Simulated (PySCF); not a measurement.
Assigning NMR signals

Numbering as in the mapped SMILES `[CH3:1][CH2:2][O:3]/[CH:4]=[CH:5]\[SiH2:6][F:7]`. Hydrogens are named by the atom that carries them.

[PySCF 2.14: GFN2-xTB geometry; shielding tensors at PBE0/pcSseg-1 (GIAO); equivalent nuclei averaged; one computed conformer; non-relativistic; no solvent model]

Shifts are taken against calculated references (same method and geometry level): 13C (σ = 186.93 ppm) and 1H (σ = 31.72 ppm) against TMS.

Question: Assign these signals to the numbered atoms. 13C{1H} NMR (computed): δ 167.0 (CH), 100.2 (CH), 70.2 (CH2), 17.4 (CH3).

Answer: 
167.0 → C4, alkene carbon bearing oxygen: an sp2 carbon further deshielded by the attached heteroatom
100.2 → C5, β carbon of an enol-ether or enamine type C=C: the O or N lone pair pushes π density onto this β carbon and shields it
70.2 → C2, sp3 CH2 bonded to O: deshielded by the electronegative neighbour
17.4 → C1, methyl carbon: aliphatic region, no heteroatom directly attached

Question: Assign these signals to the numbered atoms. 1H NMR (600 MHz, computed): δ 6.83 (m, 1H), 5.58 (m, 2H), 4.68 (m, 1H), 3.93 (q, 2H), 1.35 (t, 3H).

Answer: 
| δ (ppm) | atoms | environment | reason |
| --- | --- | --- | --- |
| 6.83 | H(C4) | hydrogen on an alkene carbon bearing oxygen | attached to an sp2 carbon and in the plane of the double bond |
| 5.58 | H(Si6) | hydrogen on a silicon bonded to C, F | – |
| 4.68 | H(C5) | hydrogen on a β carbon of an enol-ether or enamine type C=C | lone-pair donation from O or N shields it, upfield of ordinary alkene protons |
| 3.93 | H(C2) | hydrogen on an sp3 CH2 bonded to O | its carbon carries O, an electronegative neighbour |
| 1.35 | H(C1) | hydrogen on a methyl carbon | – |

Splittings by 19F in the carbon and heteronuclear signals aren't shown, as no couplings were computed. Shifts are as computed. Against solution values, carbons near 30 ppm lie about +3 ppm off and those near 130 ppm about +5 ppm. Of 1211 compounds with measured shifts, 218 miss one by over three times the rms of a fit or turn the order of signals round; such compounds aren't used in these exercises. Multiplicities follow the n + 1 count of equivalent neighbours, as no J values were calculated; m marks all less simple cases, F and P coupling included.
